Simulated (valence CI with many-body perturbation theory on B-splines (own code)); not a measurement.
Values are calculated unless marked as measured or tabulated.
**V XI: input, log and results**

Method: configuration interaction combined with many-body perturbation theory (CI+MBPT): three valence electrons over a frozen Dirac-Fock core [Ne], radial functions for each j: 11 s, 11 p, 10 d, 8 f, 5 g, 2 h, with the one-electron correlation potential Σ1 (screened to all orders), the two-electron term Σ2, the three-electron term Σ3, Breit, model QED; selected single and double excitations, second order for the rest, scaled by the run's own slope (own B-spline code, finite nucleus).

Command, and the settings that its task file holds:

```sh
python run_cv.py task.json out
```

```
atom V  Z=23  mass_number=51  rms_radius_fm=3.6002
core [Ne]
valence 3s2 3p1
avg = 1
basis = M
breit = 1
cap = 32000
capref = 2000
cscale = 1
de = 0.0
dress = 0
eps = 2e-08
extrap = 1
h = 0.27
hh = 1
l2 = 3
lcore = 6
maxit = 60
n2 = 5
natural = 1
nlev = 150
nno = [5, 5, 5, 4, 2, 1]
nroot = 36
nsp = [6, 6, 5, 4, 3, 1]
pt2 = 1
qed = 1
rpa = 1
s1 = 1
s2 = 1
s3 = 1
screen = 1
tol = 2e-05
whole = 1
```

It took 86 s on 1 thread of Arm Neoverse V1, with other jobs on the host.

Log. The first blocks belong to the next ion, which gives the ionisation energy. Fields: 2J, parity (1 odd), roots, reference size, generating configurations, candidates as configurations/state functions, variational space P, stored matrix elements, Davidson steps; e2 is the range of second-order energies in hartree. The first line gives the box (bohr), its intervals, the orbitals and the steps of their self-consistent field. Window is the range of levels sought, series limit the energy at which the first omitted orbital would enter, core excitation an estimate of the first excitation out of the core, left out the lowest levels not solved, and shifts from estimates the range by which levels moved from their first estimate, all in cm⁻¹.

```
rmax 17.1 intervals 65 orbitals 83 references ['3s2 3p', '3s 3p2', '3s2 3d', '3p3', '3s 3p 3d'] scf 5 t 1.3
2J=0 par=0 roots 2 ref 22 generators 6 cand 377/377 P 399/399 nnz 0 it 0
2J=0 par=0 roots 2 ref 22 generators 9 cand 15/15 P 414/414 nnz 0 it 0
   second order: generators 15 cand 2/2 e2 -0.00000 -0.00000
reference levels 1207, estimated 546, window 1240715 1/cm; series limit 1793471, core excitation 4227411
2J=1 par=1 roots 18 ref 92 generators 33 cand 1813/2842 P 4257/6400 nnz 4.6e+06 it 10
2J=1 par=1 roots 18 ref 92 generators 63 cand 3953/6068 P 8210/12468 nnz 1.3e+07 it 11
   second order: generators 133 cand 20083/31576 e2 -0.00009 -0.00000
2J=3 par=1 roots 27 ref 146 generators 44 cand 888/2073 P 3447/7261 nnz 6.6e+06 it 12
2J=3 par=1 roots 27 ref 146 generators 84 cand 5547/12178 P 8994/19439 nnz 3.4e+07 it 10
   second order: generators 164 cand 24863/58071 e2 -0.00010 -0.00000
2J=1 par=0 roots 17 ref 92 generators 36 cand 1913/2944 P 4263/6396 nnz 4.4e+06 it 5
2J=1 par=0 roots 17 ref 92 generators 67 cand 3480/5440 P 7743/11836 nnz 1.3e+07 it 8
   second order: generators 131 cand 21354/33567 e2 -0.00006 -0.00000
2J=3 par=0 roots 23 ref 144 generators 44 cand 998/2069 P 3499/7265 nnz 6.3e+06 it 5
2J=3 par=0 roots 23 ref 144 generators 75 cand 5495/12406 P 8994/19671 nnz 3.5e+07 it 8
   second order: generators 141 cand 25142/58057 e2 -0.00007 -0.00000
2J=5 par=0 roots 20 ref 149 generators 38 cand 919/2006 P 3166/7054 nnz 6.4e+06 it 5
2J=5 par=0 roots 20 ref 149 generators 67 cand 5704/14562 P 8870/21616 nnz 4.4e+07 it 9
   second order: generators 126 cand 26261/72389 e2 -0.00008 -0.00000
2J=5 par=1 roots 22 ref 145 generators 36 cand 761/2047 P 3082/7216 nnz 6.9e+06 it 11
2J=5 par=1 roots 22 ref 145 generators 74 cand 5238/13295 P 8320/20511 nnz 4.1e+07 it 12
   second order: generators 151 cand 28839/79673 e2 -0.00011 -0.00000
2J=7 par=1 roots 15 ref 113 generators 29 cand 1082/2665 P 2804/6389 nnz 5.7e+06 it 6
2J=7 par=1 roots 15 ref 113 generators 66 cand 4522/12050 P 7326/18439 nnz 3.6e+07 it 9
   second order: generators 124 cand 27631/81591 e2 -0.00008 -0.00000
2J=9 par=1 roots 7 ref 64 generators 15 cand 1657/3864 P 2988/6394 nnz 6e+06 it 9
2J=9 par=1 roots 7 ref 64 generators 39 cand 2457/6261 P 5445/12655 nnz 1.9e+07 it 8
   second order: generators 81 cand 24294/71391 e2 -0.00010 -0.00001
2J=7 par=0 roots 10 ref 112 generators 20 cand 1447/3279 P 2920/6399 nnz 5.8e+06 it 6
2J=7 par=0 roots 10 ref 112 generators 53 cand 3763/10042 P 6683/16441 nnz 3.1e+07 it 9
   second order: generators 110 cand 28819/85477 e2 -0.00007 -0.00001
2J=9 par=0 roots 5 ref 73 generators 13 cand 1821/3823 P 3168/6389 nnz 5.7e+06 it 6
2J=9 par=0 roots 5 ref 73 generators 33 cand 2137/5676 P 5305/12065 nnz 1.8e+07 it 6
   second order: generators 70 cand 22968/68745 e2 -0.00006 -0.00001
2J=11 par=1 roots 3 ref 28 generators 13 cand 1638/3740 P 3053/6372 nnz 5.3e+06 it 5
2J=11 par=1 roots 3 ref 28 generators 30 cand 1560/3692 P 4613/10064 nnz 1.2e+07 it 5
   second order: generators 57 cand 22602/63516 e2 -0.00007 -0.00001
left out: unestimated 1749833, estimated 1313685, shifts from estimates -11 to 81
operators 1.1
```

The Davidson iterations converged.

No measured levels were compared; by estimate levels of excited configurations hold to 0.05 to 0.15 % of their energy, terms of the ground configuration to about 0.5 %.

| Property | Result |
| --- | --- |
| Valence energy | -33.08867 hartree |
| Ionisation energy | 255.96 eV (NIST: 254.8 ± 0.4 eV (semi-empirical)) |
| Reference configurations for the orbitals | 3s2 3p, 3s 3p2, 3s2 3d, 3p3, 3s 3p 3d |
| Radial orbitals | 83 |
| Box radius | 17.13 bohr |
| Largest variational space | 21616 |
| Lowest levels | 3s²3p ²P°_1/2 0.000, 3s²3p ²P°_3/2 1.203, 3s3p² ⁴P_1/2 21.824, 3s3p² ⁴P_3/2 22.286, 3s3p² ⁴P_5/2 22.926, 3s3p² ²D_3/2 28.889, 3s3p² ²D_5/2 28.988, 3s3p² ²S_1/2 35.855, 3s3p² ²P_1/2 38.076, 3s3p² ²P_3/2 38.708, 3s²3d ²D_3/2 46.734, 3s²3d ²D_5/2 46.832, 3p³ ²D°_3/2 56.168, 3p³ ²D°_5/2 56.339 eV |

Names give the largest LS component (configuration and term), which can be under half, so a name can repeat, a term be missing and a line seem to break the LS rules; names also repeat where a configuration has a term twice.
